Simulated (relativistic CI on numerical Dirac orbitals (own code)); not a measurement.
## Inner-shell lines of Zr¹³⁺

These numbers are calculated, not measured: Dirac-Coulomb-Breit CI, KLI orbitals optimised for each configuration, model QED (radiative potential, 1s self-energy scaled to tabulated hydrogen-like ionisation energies), unscaled Slater integrals (own radial code, finite nucleus).

CI space (outside the closed core 1s2 2p6 3s2 3p6): 2s2 3d9, 2s 3d9 4p. Levels of other configurations are missing.

The table holds the strongest lines. The upper levels have an inner-shell vacancy. Auger decay, open to those above the ionisation limit, is not computed, and radiative decays to configurations outside the model are missing too. Absolute energies can be off by a few tenths of a per cent, and with unscaled integrals term splittings come out 10 to 25 % too wide, so close lines can change order. LS names give the leading component, which can be well under half, for lower levels too. Brackets number the levels in order of energy.

| λ (Å) | Upper | Lower | A (s⁻¹) | gA (s⁻¹) |
| --- | --- | --- | --- | --- |
| 4.80137 | 2s 3d9 4p 4F°_5/2 [6] | 2s2 3d9 2D_3/2 [2] | 6.89e+11 | 4.14e+12 |
| 4.79875 | 2s 3d9 4p 4F°_7/2 [4] | 2s2 3d9 2D_5/2 [1] | 2.45e+12 | 1.96e+13 |
| 4.79688 | 2s 3d9 4p 4P°_3/2 [5] | 2s2 3d9 2D_5/2 [1] | 1.06e+12 | 4.24e+12 |
| 4.79463 | 2s 3d9 4p 2P°_1/2 [14] | 2s2 3d9 2D_3/2 [2] | 3.24e+12 | 6.48e+12 |
| 4.79359 | 2s 3d9 4p 2D°_3/2 [15] | 2s2 3d9 2D_3/2 [2] | 1.22e+12 | 4.88e+12 |
| 4.79294 | 2s 3d9 4p 2F°_5/2 [16] | 2s2 3d9 2D_3/2 [2] | 1.57e+12 | 9.40e+12 |
| 4.7921 | 2s 3d9 4p 2P°_3/2 [10] | 2s2 3d9 2D_5/2 [1] | 5.38e+12 | 2.15e+13 |
| 4.7913 | 2s 3d9 4p 2F°_5/2 [17] | 2s2 3d9 2D_3/2 [2] | 2.31e+12 | 1.38e+13 |
| 4.79114 | 2s 3d9 4p 2F°_7/2 [11] | 2s2 3d9 2D_5/2 [1] | 3.99e+12 | 3.20e+13 |
| 4.79113 | 2s 3d9 4p 2D°_5/2 [12] | 2s2 3d9 2D_5/2 [1] | 3.68e+12 | 2.21e+13 |
| 4.79094 | 2s 3d9 4p 4D°_1/2 [18] | 2s2 3d9 2D_3/2 [2] | 2.11e+12 | 4.22e+12 |
| 4.79002 | 2s 3d9 4p 2D°_3/2 [19] | 2s2 3d9 2D_3/2 [2] | 2.28e+12 | 9.10e+12 |
| 4.78915 | 2s 3d9 4p 2F°_5/2 [20] | 2s2 3d9 2D_3/2 [2] | 2.41e+12 | 1.45e+13 |
| 4.78898 | 2s 3d9 4p 2D°_3/2 [15] | 2s2 3d9 2D_5/2 [1] | 1.26e+12 | 5.02e+12 |
| 4.78833 | 2s 3d9 4p 2F°_5/2 [16] | 2s2 3d9 2D_5/2 [1] | 2.00e+12 | 1.20e+13 |
| 4.78454 | 2s 3d9 4p 2P°_1/2 [22] | 2s2 3d9 2D_3/2 [2] | 1.66e+12 | 3.32e+12 |
| 4.78129 | 2s 3d9 4p 2D°_3/2 [24] | 2s2 3d9 2D_3/2 [2] | 3.14e+12 | 1.26e+13 |
| 4.78063 | 2s 3d9 4p 2D°_5/2 [25] | 2s2 3d9 2D_3/2 [2] | 8.96e+11 | 5.38e+12 |
| 4.77875 | 2s 3d9 4p 2F°_7/2 [23] | 2s2 3d9 2D_5/2 [1] | 1.13e+12 | 9.04e+12 |
| 4.77605 | 2s 3d9 4p 2D°_5/2 [25] | 2s2 3d9 2D_5/2 [1] | 1.07e+12 | 6.44e+12 |
